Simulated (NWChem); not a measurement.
System: C4H2Cl2; SMILES C(=C(Cl)Cl)C#C

The following NWChem deck was run.

```
start job
memory heap 200 mb stack 900 mb global 1100 mb
geometry units angstroms noautosym nocenter noautoz
  C     -0.386872     3.170382     0.000000
  C     -0.657705     1.986952     0.000000
  C     -1.018734     0.619222     0.000000
  C     -0.138535    -0.401333     0.000000
  Cl    -0.663287    -2.036796     0.000000
  Cl     1.558802    -0.178150     0.000000
  H     -0.137022     4.215510     0.000000
  H     -2.081999     0.361073     0.000000
end
basis spherical
  * library 6-31g*
end
dft
  xc hfexch
  iterations 150
end
property
  efieldgrad
end
task dft property
```

Output (shortened):

```
             Northwest Computational Chemistry Package (NWChem) 7.3.0
             --------------------------------------------------------

                             Geometry "geometry" -> ""
                             -------------------------

 Output coordinates in angstroms (scale by  1.889725989 to convert to a.u.)

  No.       Tag          Charge          X              Y              Z
 ---- ---------------- ---------- -------------- -------------- --------------
    1 C                    6.0000    -0.38687200     3.17038200     0.00000000
    2 C                    6.0000    -0.65770500     1.98695200     0.00000000
    3 C                    6.0000    -1.01873400     0.61922200     0.00000000
    4 C                    6.0000    -0.13853500    -0.40133300     0.00000000
    5 Cl                  17.0000    -0.66328700    -2.03679600     0.00000000
    6 Cl                  17.0000     1.55880200    -0.17815000     0.00000000
    7 H                    1.0000    -0.13702200     4.21551000     0.00000000
    8 H                    1.0000    -2.08199900     0.36107300     0.00000000

 Effective nuclear repulsion energy (a.u.)     296.5612843599

  xc_inp: hfexch multiplicative factor not found.
                              NWChem Property Module
                              ----------------------

  itol2e modified to match energy
  convergence criterion.

                                 NWChem DFT Module
                                 -----------------

 Summary of "ao basis" -> "ao basis" (spherical)
 ------------------------------------------------------------------------------
       Tag                 Description            Shells   Functions and Types
 ---------------- ------------------------------  ------  ---------------------
 C                           6-31g*                  6       14   3s2p1d
 Cl                          6-31g*                  8       18   4s3p1d
 H                           6-31g*                  2        2   2s

  itol2e modified to match energy
  convergence criterion.

[...]

          -----------------------
          Electric field gradient
          -----------------------

 1 a.u. = 0.324123 10**(16) esu/cm**3  ( or statvolts/cm**2 ) = 0.97174 10**(22) v/m**2

 ------------------------------------------------------------
   Atom      X         Y         Z
 ------------------------------------------------------------
    1 C   -0.73108   5.99115   0.00000
 ------------------------------------------------------------

 Electric field gradient in molecular frame (a.u.)
         XX             YY             ZZ             XY             XZ             YZ
 ------------------------------------------------------------------------------------------
       -0.097087       0.233768      -0.136681       0.086037       0.000000      -0.000000

 Principal components (a.u.) and orientation
 of principal axis w.r.t. absolute frame                      Asymmetry parameter eta
 --------------------------------------------------------------------------------------
        0.254804      -0.136681      -0.118124                       0.072829

        0.237503      -0.000000       0.971387
        0.971387       0.000000      -0.237503
        0.000000       1.000000       0.000000

 ------------------------------------------------------------
   Atom      X         Y         Z
 ------------------------------------------------------------
    2 C   -1.24288   3.75479   0.00000
 ------------------------------------------------------------

 Electric field gradient in molecular frame (a.u.)
         XX             YY             ZZ             XY             XZ             YZ
 ------------------------------------------------------------------------------------------
       -0.094320       0.205467      -0.111148       0.075818      -0.000000       0.000000

 Principal components (a.u.) and orientation
 of principal axis w.r.t. absolute frame                      Asymmetry parameter eta
 --------------------------------------------------------------------------------------
        0.223551      -0.112403      -0.111148                       0.005617

        0.232009       0.972714      -0.000000
        0.972714      -0.232009       0.000000
        0.000000       0.000000       1.000000

 ------------------------------------------------------------
   Atom      X         Y         Z
 ------------------------------------------------------------
    3 C   -1.92513   1.17016   0.00000
 ------------------------------------------------------------

 Electric field gradient in molecular frame (a.u.)
         XX             YY             ZZ             XY             XZ             YZ
 ------------------------------------------------------------------------------------------
        0.154766       0.038269      -0.193036      -0.008630      -0.000000      -0.000000

 Principal components (a.u.) and orientation
 of principal axis w.r.t. absolute frame                      Asymmetry parameter eta
 --------------------------------------------------------------------------------------
       -0.193036       0.155402       0.037633                       0.610088

        0.000000       0.997297       0.073475
        0.000000      -0.073475       0.997297
        1.000000       0.000000       0.000000

 ------------------------------------------------------------
   Atom      X         Y         Z
 ------------------------------------------------------------
    4 C   -0.26179  -0.75841   0.00000
 ------------------------------------------------------------

[...]
```

Level: Hartree-Fock/6-31G* (spherical d). Geometry: optimised at PBE0/def2-SVP. NWChem prints the field gradient with the sign opposite to the second derivative of the potential.
